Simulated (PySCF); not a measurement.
Ge (SMILES [Ge+]), charge +1, doublet; TPSS/cc-pVTZ (PySCF).

Input for PySCF:
```python
from pyscf import gto, scf, dft

mol = gto.Mole()
mol.atom = '''
    Ge    0.000000    0.000000    0.000000
'''
mol.basis = 'cc-pvtz'
mol.charge = 1
mol.spin = 1
mol.verbose = 4
mol.build()

mf = dft.ROKS(mol)
mf.xc = 'tpss'
mf.kernel()
mf.analyze()
```

The log (banner, timings and long lists left out):

```
PySCF version 2.14.0

[INPUT] verbose = 4
[INPUT] num. atoms = 1
[INPUT] num. electrons = 31
[INPUT] charge = 1
[INPUT] spin (= nelec alpha-beta = 2S) = 1
[INPUT] symmetry False subgroup None
[INPUT] Mole.unit = angstrom
[INPUT] Symbol           X                Y                Z      unit          X                Y                Z       unit  Magmom
[INPUT]  1 Ge     0.000000000000   0.000000000000   0.000000000000 AA    0.000000000000   0.000000000000   0.000000000000 Bohr   0.0

nuclear repulsion = 0
number of shells = 10
number of NR pGTOs = 111
number of NR cGTOs = 43
basis = cc-pvtz
ecp = {}

******** <class 'pyscf.dft.roks.ROKS'> ********
method = ROKS
initial guess = minao
damping factor = 0
level_shift factor = 0
DIIS = <class 'pyscf.scf.diis.CDIIS'>
diis_start_cycle = 1
diis_space = 8
diis_damp = 0
SCF conv_tol = 1e-09
SCF conv_tol_grad = None
SCF max_cycles = 50
direct_scf = True
direct_scf_tol = 1e-13
num. doubly occ = 15  num. singly occ = 1
XC library pyscf.dft.libxc version 7.1.2
    S. Lehtola, C. Steigemann, M. J. T. Oliveira, and M. A. L. Marques,  SoftwareX 7, 1–5 (2018)
XC functionals = tpss
    J. Tao, J. P. Perdew, V. N. Staroverov, and G. E. Scuseria,  Phys. Rev. Lett. 91, 146401 (2003)
    J. P. Perdew, J. Tao, V. N. Staroverov, and G. E. Scuseria,  J. Chem. Phys. 120, 6898 (2004)
    J. Tao, J. P. Perdew, V. N. Staroverov, and G. E. Scuseria,  Phys. Rev. Lett. 91, 146401 (2003)
    J. P. Perdew, J. Tao, V. N. Staroverov, and G. E. Scuseria,  J. Chem. Phys. 120, 6898 (2004)
radial grids:
    Treutler-Ahlrichs [JCP 102, 346 (1995); DOI:10.1063/1.469408] (M4) radial grids

becke partition: Becke, JCP 88, 2547 (1988); DOI:10.1063/1.454033
pruning grids: <function nwchem_prune>
grids dens level: 3
symmetrized grids: False
atomic radii adjust function: <function treutler_atomic_radii_adjust>
small_rho_cutoff = 0
Set gradient conv threshold to 3.16228e-05
tot grids = 20640
init E= -2076.27579688814

WARN: HOMO -0.123114396331714 >= LUMO -0.123114396331714

cycle= 1 E= -2076.57878067794  delta_E= -0.303  |g|= 0.563  |ddm|= 0.679

WARN: HOMO -0.460394873577975 >= LUMO -0.464739706003762

cycle= 2 E= -2076.59605228946  delta_E= -0.0173  |g|= 0.571  |ddm|= 0.624

WARN: HOMO -0.416365809742146 >= LUMO -0.422124722801671

cycle= 3 E= -2076.63211681403  delta_E= -0.0361  |g|= 0.0182  |ddm|= 0.252

WARN: HOMO -0.401308802107564 >= LUMO -0.408748952938673

cycle= 4 E= -2076.6322345464  delta_E= -0.000118  |g|= 0.00244  |ddm|= 0.0246

WARN: HOMO -0.400830090395013 >= LUMO -0.408443710308485

cycle= 5 E= -2076.63223521607  delta_E= -6.7e-07  |g|= 7.27e-05  |ddm|= 0.00129

WARN: HOMO -0.400817725717364 >= LUMO -0.408447743877672

cycle= 6 E= -2076.63223521667  delta_E= -6.03e-10  |g|= 2.7e-06  |ddm|= 4.31e-05

WARN: HOMO -0.400819411593617 >= LUMO -0.408449149260845

Extra cycle  E= -2076.63223521667  delta_E= 7.28e-12  |g|= 1.79e-06  |ddm|= 1.77e-05
converged SCF energy = -2076.63223521667
**** SCF Summaries ****
Total Energy =                       -2076.632235216667596
Nuclear Repulsion Energy =               0.000000000000000
One-electron Energy =                -2882.742949723526635
Two-electron Energy =                  806.110714506858926
Two-electron Coulomb Energy =          884.772537990576666
DFT Exchange-Correlation Energy =      -78.661823483717740
HOMO-LUMO gap [eV] =                    -0.207615736894287
**** MO energy ****
                Roothaan           | alpha              | beta
MO #1   energy= -398.089988663311  | -398.090650728733  | -398.089326597889  occ= 2
MO #2   energy= -49.6625954289911  | -49.6629010657405  | -49.662289792242   occ= 2
MO #3   energy= -44.2018209033779  | -44.2020823682056  | -44.20155943855    occ= 2
MO #4   energy= -44.2018209029101  | -44.2020823677379  | -44.2015594380823  occ= 2
MO #5   energy= -44.1971632027645  | -44.1985250902169  | -44.1958013153124  occ= 2
MO #6   energy= -6.38652906334554  | -6.38768293606573  | -6.38537519062535  occ= 2
MO #7   energy= -4.57812992317706  | -4.57878743902789  | -4.57747240732622  occ= 2
MO #8   energy= -4.57812992233902  | -4.57878743814698  | -4.57747240653107  occ= 2
MO #9   energy= -4.56223623458888  | -4.56475400551511  | -4.5597184642393   occ= 2
MO #10  energy= -1.45460041697596  | -1.4552538786562   | -1.45394695529572  occ= 2
MO #11  energy= -1.45460041687862  | -1.45525387835964  | -1.45394695539761  occ= 2
MO #12  energy= -1.44229079277907  | -1.4451040502599   | -1.43947753529825  occ= 2
MO #13  energy= -1.44229079223768  | -1.44510404892838  | -1.43947753554699  occ= 2
MO #14  energy= -1.43797766731528  | -1.44126635758598  | -1.43468897704459  occ= 2
MO #15  energy= -0.711305237693641 | -0.729912622530697 | -0.69269785285659  occ= 2
MO #16  energy= -0.408449149260845 | -0.417917573348963 | -0.39898072516216  occ= 0
MO #17  energy= -0.408449076123849 | -0.41791736107638  | -0.398980791170902 occ= 0
MO #18  energy= -0.400819411593617 | -0.434980196923481 | -0.366658561802206 occ= 1
MO #19  energy= -0.0977876160158835 | -0.105063318318871 | -0.0905119137129088 occ= 0
MO #20  energy= -0.0312813875369901 | -0.0378013227645908 | -0.0247614523094354 occ= 0
MO #21  energy= -0.0312811602595298 | -0.0378008260872605 | -0.0247614944318075 occ= 0
MO #22  energy= -0.0268720859359957 | -0.0315123130469745 | -0.0222318588250185 occ= 0
MO #23  energy= -0.0268720529581451 | -0.0315121457361634 | -0.0222319601801294 occ= 0
MO #24  energy= -0.02667442204109  | -0.0448619546226209 | -0.00848688945956698 occ= 0
 ** Mulliken pop on meta-lowdin orthogonal AOs  **
 ** Mulliken pop  **
 ** Mulliken atomic charges  **
charge of    0Ge =      1.00000

WARN: System has nonzero charge 1; the dipole moment is origin-dependent.
Location of origin: [0. 0. 0.]

Dipole moment(X, Y, Z, Debye): -0.00000,  0.00000, -0.00000
```
